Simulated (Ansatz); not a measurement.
Born–Oppenheimer molecular dynamics of AlFH₄N₂ (8 atoms, charge 0, multiplicity 1). It goes on from the last frame of an earlier run, with new velocities.

The calculation used RKS revPBE/def2-SVP in Ansatz 0.2.0.

```yaml
ensemble: NVT, Langevin thermostat
time_step: 1 fs
steps_asked: 250
set_temperature: 500 K
friction: 0.5 /fs
seed: 892253
```

First frame:

```xyz
8
Properties=species:S:1:pos:R:3
Al 0.150 0.321 0.300
N -0.692 0.225 2.088
H -1.408 -0.406 2.604
H 0.050 0.596 2.775
F 1.063 0.151 -1.189
N -1.113 -0.316 -1.041
H -1.484 0.071 -1.978
H -0.293 -0.855 -1.278
```

Question: How far do the bonds stretch over the last three quarters of this one trajectory? (Pairs bonded in most of those frames.)

Answer: 
```tsv
bond	mean (Å)	spread (Å)	shortest	longest
Al1–N2	1.825	0.043	1.73	1.90
Al1–F5	1.747	0.037	1.66	1.82
Al1–N6	1.859	0.047	1.75	1.94
N2–H3	1.033	0.034	0.95	1.10
N2–H4	1.027	0.031	0.95	1.11
N6–H7	1.037	0.032	0.96	1.15
N6–H8	1.042	0.040	0.96	1.14
```

Mean temperature of the second half: 520 K. A run of 0.25 ps of so small a system gives no equilibrium averages. The friction is so strong that the motion is overdamped, so the time scale means little.

Run time: 6.9 min on 2 threads of Intel(R) Xeon(R) Platinum 8259CL CPU @ 2.50GHz (Skylake/Cascade Lake), with other jobs on the host, peak memory 0.14 GiB.
